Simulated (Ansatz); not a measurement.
CH₇AlBFOSi. Charge 0, multiplicity 1. The bonds changed during the relaxation, so this is another structure than the one it started from. The structure was optimised at the PBE0-D4/def2-TZVP level. It is one conformer, not always the lowest.

```xyz
13

O     1.036   -1.124    0.173
C     0.819    0.069   -0.754
Si    1.049    1.671    0.159
Al   -0.748   -1.111   -0.639
B    -2.303   -0.701    0.797
F    -2.079   -0.861    2.098
H     1.729   -1.696   -0.169
H     1.433   -0.053   -1.646
H     0.119    1.724    1.318
H     0.711    2.761   -0.796
H     2.435    1.885    0.665
H    -0.783   -2.259   -1.743
H    -3.418   -0.307    0.538
```

(1) What is the dipole moment at r2SCAN/def2-TZVPP? (Estimate.)

(2) And with PBE, B3LYP, ωB97M-V? (An estimate is asked.)

(3) Give the Mulliken charges with r2SCAN, B3LYP, ωB97M-V in def2-TZVPP. (An estimate is asked.)

Answers

(1) Ansatz gave: 2.53 D, with components (2.12, -0.61, -1.23) D in this frame, pointing from negative to positive charge.

(2) Ansatz gave: PBE 2.48 D, B3LYP 2.50 D, ωB97M-V 2.49 D.

(3) Ansatz gave: 
| atom | r2SCAN | B3LYP | ωB97M-V |
| --- | --- | --- | --- |
| O1 | -0.21 | -0.22 | -0.19 |
| C2 | -0.28 | -0.23 | -0.34 |
| Si3 | 0.31 | 0.28 | 0.20 |
| Al4 | 0.32 | 0.23 | 0.25 |
| B5 | 0.25 | 0.24 | 0.17 |
| F6 | -0.23 | -0.22 | -0.21 |
| H7 | 0.22 | 0.20 | 0.20 |
| H8 | 0.09 | 0.10 | 0.13 |
| H9 | -0.07 | -0.06 | -0.02 |
| H10 | -0.07 | -0.07 | -0.03 |
| H11 | -0.08 | -0.08 | -0.04 |
| H12 | -0.17 | -0.16 | -0.12 |
| H13 | -0.06 | -0.02 | 0.02 |

B3LYP here is the variant with VWN-RPA as its local correlation; programs differ in this.
